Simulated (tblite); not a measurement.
C5H8Cl2Si.
Numbering: `[CH3:1][C@@H:2]1[SiH2:3][C@@H:4]([Cl:5])[CH:6]=[C:7]1[Cl:8]` (hydrogens: H9, H10, H11 on C1; H12 on C2; H13, H14 on Si3; H15 on C4; H16 on C6)

All values are computed: GFN2-xTB (tblite) harmonic vibrations without scaling, gas phase. The method is semi-empirical: single wavenumbers can be off by several per cent or more. Modes of hydrogen on silicon can be 10 to 20 % off.

Harmonic wavenumbers (cm⁻¹): 25.8, 91.5, 168.2, 201.5, 225.9, 255.2, 289.7, 343.8, 358.0, 470.2, 503.3, 514.5, 562.8, 629.8, 666.0, 712.8, 724.6, 751.9, 810.1, 838.8, 959.8, 1006.4, 1038.9, 1087.2, 1107.3, 1153.4, 1182.9, 1201.7, 1251.9, 1276.0, 1409.7, 1497.0, 1502.6, 1674.2, 2272.3, 2324.8, 2925.8, 2962.8, 3029.6, 3035.1, 3040.8, 3093.5.

A = 1809, B = 828.2, C = 608.1 MHz; mass 165.977 u (most abundant isotopes); point group C1, symmetry number 1.

Q: Zero-point energy?

A: Half the sum of the wavenumbers: 24589 cm⁻¹ = 294.15 kJ/mol.

Q: Entropy at 350 K, 1 bar (ideal gas, RRHO, classical rotation)?

A: Translation 175.94, rotation 128.55, vibration 133.62: S = 438.1 J/(mol K).

Q: And Cp and H(350 K) − H(0)?

A: Cp = 175.29 J/(mol K), of which vibrations give 142.04 (their classical limit is 42 R = 349.2); H(350 K) − H(0) = 36.39 kJ/mol without the zero-point energy, 24.74 from vibrations.

Q: What must be added to the electronic energy to get the Gibbs energy at 350 K and 1 bar?

A: ZPE + [H(350 K) − H(0)] − T·S = 294.15 + 36.39 − 153.34 = 177.20 kJ/mol.

Q: Blend soft modes into free rotors: weight 1/[1 + (100 cm⁻¹/ν̃)⁴] for the oscillator and the rest for a rotor with moment μB/(μ + B), μ = h/(8π²ν), B = 10⁻⁴⁴ kg m². What vibrational entropy results?

A: 122.78 J/(mol K) in place of 133.62, which changes −T·S at 350 K by +3.80 kJ/mol.

Q: How do the functions run with temperature in this model?

A: 
```csv
T (K),S (J/(mol K)),Cp (J/(mol K)),H − H(0) (kJ/mol),G − H(0) (kJ/mol),ln q(vib)
100,294.6,71.4,5.07,-24.39,1.73
200,357.8,115.5,14.43,-57.12,3.97
300,412.5,156.7,28.08,-95.68,6.35
500,508.7,220.7,66.27,-188.08,11.19
800,626.1,277.7,141.89,-359.00,18.04
1000,690.8,301.7,199.96,-490.85,22.21
```

q(vib) and H(0) count from the zero-point level.

Hindered rotation and anharmonicity are outside this model. The structure is chiral; the term R ln 2 for an equal mix with its mirror image is left out.
